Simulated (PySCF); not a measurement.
1-methyl-2,5-dihydropyrrole (C5H9N), SMILES C1CN(C)CC=1.

The structure is a stationary point at B3LYP-D3(BJ)/def2-SVP. One conformer was computed; it need not be the lowest.

Vertical ionisation energy (IE) and electron affinity (EA) in eV. Rows of orbital energies are one-electron estimates. Where ΔSCF, EOM or ADC give a negative EA the extra electron is unbound and the value depends on the basis.

```
level                                           IE    EA
--------------------------------------------  ----  ----
−ε(HOMO), −ε(LUMO), r2SCAN/def2-TZVP (PySCF)  4.75  0.39
−ε(HOMO), −ε(LUMO), PBE/def2-TZVP (PySCF)     4.53  0.63
```
